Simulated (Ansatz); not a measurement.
Job for Ansatz (a first-principles code): R-B3LYP/def2-TZVPP on H3NZn (SMILES [NH2][ZnH]), atoms moved off the minimum.

Ansatz 0.2 input:
```yaml
crystal:
  periodic: [false, false, false]
  atoms:
    - {symbol: Zn, position_ang: [-0.24513032, -0.11989051, -0.37900895]}
    - {symbol: H, position_ang: [-1.10539300, -0.27830560, -1.61475993]}
    - {symbol: N, position_ang: [1.08666081, 0.16305424, 0.95640127]}
    - {symbol: H, position_ang: [1.22247471, -0.58032084, 1.66481888]}
    - {symbol: H, position_ang: [0.95205991, 1.02453029, 1.67511601]}
basis:
  gaussian:
    orbitals: def2-TZVPP
hamiltonian:
  xc: {name: B3LYP}
scf: {lower_state_search: off}
output: {forces: true}
```

Output:

```
WARN ansatz: RAYON_NUM_THREADS=2 ignored (pool sized by the plan → 2); use --threads N
Functional definition: B3LYP
these checks for a lower state are left out or cut short: stability, starts, cluster_reference, orbital_swaps, neighbouring_geometries, increment
integrals: 0.05 GiB planned
896 factors; their error is unknown
mean field: 0.48 GiB planned
mean field evaluation 1: about -49950.8728 eV, gradient 7.6e1 eV
mean field evaluation 2: about -49900.3172 eV, gradient 1.5e2 eV
mean field evaluation 4: about -49960.3322 eV, gradient 1.1e1 eV
mean field evaluation 8: about -49960.4564 eV, gradient 1.1e-1 eV
mean field evaluation 16: about -49960.5205 eV, gradient 2.4e-4 eV
mean field -49960.52047144 eV, -1836.0152628685 hartree, gradient 2.8e-6 eV, S^2 0.000000; 0 other end points of the search recorded, 0 dependent functions left out
the calculation of the forces begins
reference -49960.52069342 eV, -1836.0152710258 hartree; 20, 20 occupied and 117, 117 virtual orbitals, 896 factors
Total energy: -49960.52069342 eV, -1836.0152710258 hartree
Atom 0 at    -0.245130    -0.119891    -0.379009 Å, force     0.851628     0.289698     0.813378 eV/Å
Atom 1 at    -1.105393    -0.278306    -1.614760 Å, force    -0.096433    -0.049925    -0.011374 eV/Å
Atom 2 at     1.086661     0.163054     0.956401 Å, force    -0.827551     1.841693     2.589649 eV/Å
Atom 3 at     1.222475    -0.580321     1.664819 Å, force    -0.115178     0.166360    -0.866594 eV/Å
Atom 4 at     0.952060     1.024530     1.675116 Å, force     0.187534    -2.247827    -2.525059 eV/Å
Dipole moment:    -0.183034    -0.040150     0.178785 e Å
Checks for a lower state left out: stability, starts, cluster_reference, orbital_swaps, neighbouring_geometries, increment
```

The calculation finished and met its thresholds.

Cost: very roughly 2.4 core-seconds.
